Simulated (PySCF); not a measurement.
# Spin states of InGe⁺

Unrestricted PBE0; basis In cc-pVDZ-PP with ECP28, Ge cc-pVDZ-PP with ECP10; scalar-relativistic core potentials; PySCF 2.14. Outer shells of the fragments: In+ 4d10 5s2; Ge 3d10 4s2 4p2.

Followed along the bond (rough minima from three points):

| 2Ms+1 | unpaired | ⟨S²⟩ at the start | R at minimum (Å) | Te (eV) |
| --- | --- | --- | --- | --- |
| 3 | σ ↑, π ↑ | 2.01 | 3.13 | 0.00 |
| 1 | σ ↓, π ↑ | 1.01 | 3.10 | 0.24 |
| 3 | π ↑↑ | 2.01 | 2.73 | 0.42 |
| 1 | π ↑↓ | 1.01 | 2.73 | 0.69 |
| 1 | none | 0.00 | 2.72 | 1.41 |

Solutions found at the starting distance of 2.650 Å, counted from the lowest of them; the search is not exhaustive and high or unbound solutions are not listed, so other states can lie among these:

```csv
2Ms+1,unpaired,term,E (eV),⟨S²⟩,⟨Lz²⟩,μ (D)
3,"σ ↑, π ↑",³Π,0.00,2.01,1.00,0.21
3,π ↑↑,³Σ⁻,0.14,2.01,0.00,-1.60
1,"σ ↓, π ↑",mixed,0.21,1.01,1.00,0.21
1,π ↑↓,mixed,0.41,1.01,2.01,-1.45
1,none,mixed,1.13,0.00,2.00,-0.99
1,none,¹Σ⁺,1.16,0.00,0.00,2.61
3,π ↑↑,mixed,2.87,2.01,2.01,2.29
3,"σ ↑↑, π ↑↓",mixed,3.89,3.01,2.01,-1.57
1,"σ ↓↓, π ↑↑",mixed,4.18,2.01,0.00,-2.08
1,"σ ↓, π ↑",mixed,5.34,1.39,1.01,-1.95
```

A term symbol is given only where ⟨S²⟩ and ⟨Lz²⟩ are close to those of a pure state; real π, δ and φ orbitals otherwise mix terms. A positive dipole points towards Ge; it is taken about the centre of mass and depends on that origin.

Spin–orbit coupling is left out.
